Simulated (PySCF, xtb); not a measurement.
SiFBr, SMILES F[Si]Br (connectivity only; charge and spin as stated), neutral, multiplicity 1.

Harmonic wavenumbers (cm⁻¹) from GFN2-xTB in xtb at its own minimum, in rising order: 216, 397, 765.

What does ωB97X-D3(BJ)/def2-TZVP (PySCF 2.14.0) give at its own minimum? (The exact figures need the calculation; the answer reports its results.)

227, 435, 860. Paired by order, the mean absolute difference is 48 cm⁻¹ and the zero-point energies are 2.0 and 2.2 kcal/mol.
